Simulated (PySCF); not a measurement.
Compound: Mo(CH)(OH)3, CH4MoO3 (singlet state).
Bonds: Mo1–C2, Mo1–O4, Mo1–O6, Mo1–O8. Hydrogens: H3 on C2; H5 on O4; H7 on O6; H9 on O8.

Computed by this run: PySCF, PBE0-D3(BJ)/def2-SVP geometry optimisation, gas phase, def2 core potentials past Kr; density fitting, grid level 1; the optimiser is geomeTRIC in internal coordinates, started from a GFN2-xTB structure with every atom displaced at random (about 0.03 Å).

Step 1: E = -9086.9514 eV
```
atom  x, y, z in Å  |  force x, y, z in eV/Å
Mo1     0.0181    0.0051   -0.3026    0.380  -1.818  -2.010
C2      0.0148    0.0093    1.3606    0.010   0.080   3.162
H3      0.0188    0.0002    2.4573    0.001   0.014  -0.076
O4      1.7189    0.4428   -0.8431    0.797   0.195  -0.722
H5      2.5458    0.6363   -0.4064    0.184   0.056   0.349
O6     -1.1980    1.2383   -0.8281   -1.327   1.428  -0.720
H7     -1.7519    1.8361   -0.3220   -0.063   0.042   0.149
O8     -0.4890   -1.7247   -0.8162   -0.069  -0.229  -0.269
H9     -0.7449   -2.5128   -0.3252    0.087   0.232   0.138
```

Step 2: E = -9087.0990 eV
```
atom  x, y, z in Å  |  force x, y, z in eV/Å
Mo1     0.0171   -0.0095   -0.3293   -0.357   0.047   1.092
C2      0.0261   -0.0036    1.4097   -0.025   0.016  -1.005
H3      0.0362   -0.0069    2.5103    0.004   0.006  -0.206
O4      1.7550    0.4316   -0.8726    0.235   0.016  -0.023
H5      2.5718    0.6231   -0.3856   -0.498  -0.108  -0.024
O6     -1.2543    1.2869   -0.8685    0.317  -0.280   0.081
H7     -1.8003    1.8734   -0.3311    0.162  -0.182   0.061
O8     -0.4889   -1.7519   -0.8420    0.201   0.647  -0.331
H9     -0.7300   -2.5126   -0.3165   -0.039  -0.162   0.356
```

Step 3: E = -9087.1480 eV
```
atom  x, y, z in Å  |  force x, y, z in eV/Å
Mo1     0.0142   -0.0121   -0.3389   -0.083   0.226   0.321
C2      0.0213   -0.0009    1.3802    0.004  -0.025  -0.198
H3      0.0314    0.0008    2.4755   -0.001   0.008  -0.026
O4      1.7508    0.4270   -0.8799    0.162   0.004  -0.119
H5      2.5406    0.6133   -0.3589   -0.208  -0.039   0.059
O6     -1.2455    1.2795   -0.8640    0.076  -0.058  -0.058
H7     -1.7773    1.8491   -0.2994    0.058  -0.069   0.079
O8     -0.4855   -1.7395   -0.8498   -0.035  -0.100  -0.157
H9     -0.7173   -2.4867   -0.2904    0.027   0.054   0.099
```

Step 4: E = -9087.1638 eV
```
atom  x, y, z in Å  |  force x, y, z in eV/Å
Mo1     0.0110   -0.0090   -0.3571    0.087  -0.023   0.003
C2      0.0213    0.0011    1.3552    0.014  -0.005   0.087
H3      0.0322    0.0068    2.4490   -0.004   0.002   0.029
O4      1.7520    0.4231   -0.8935    0.099   0.010  -0.090
H5      2.5039    0.6035   -0.3210   -0.046  -0.003   0.051
O6     -1.2421    1.2808   -0.8685   -0.106   0.121  -0.080
H7     -1.7557    1.8271   -0.2663   -0.004   0.000   0.039
O8     -0.4874   -1.7406   -0.8614   -0.057  -0.136  -0.066
H9     -0.7025   -2.4623   -0.2621    0.016   0.034   0.026
```

**Question.** Estimate the geometry and energy of step 5. (The exact step hangs on the optimiser's Hessian estimate; all steps are aligned on step 4, rigid shifts and turns removed.)

**Answer.** E = -9087.1677 eV, largest force 0.175 eV/Å
```
atom  x, y, z in Å  |  force x, y, z in eV/Å
Mo1     0.0112   -0.0092   -0.3691   -0.018   0.016  -0.173
C2      0.0248    0.0004    1.3415    0.016  -0.001   0.162
H3      0.0354    0.0083    2.4356   -0.003  -0.001   0.018
O4      1.7572    0.4195   -0.9016    0.034   0.000  -0.021
H5      2.4829    0.5981   -0.2959    0.006   0.005   0.016
O6     -1.2462    1.2887   -0.8734   -0.007   0.014  -0.007
H7     -1.7498    1.8210   -0.2499   -0.007   0.007   0.008
O8     -0.4898   -1.7458   -0.8684   -0.030  -0.059   0.012
H9     -0.6929   -2.4504   -0.2445    0.008   0.019  -0.014
```

The energy changes by -0.0039 eV. The first-order estimate −F·Δx gives -0.0066 eV and the mean of the old and new forces, exact on a quadratic surface, -0.0037 eV. The step makes an angle of 67° with the force vector and moves no atom by more than 0.033 Å.

What follows is the cost of the whole optimisation. On an Arm Neoverse V1 with one thread, no GPU (shared host), this took 48 s of wall time and 0.41 GiB of memory at its peak.
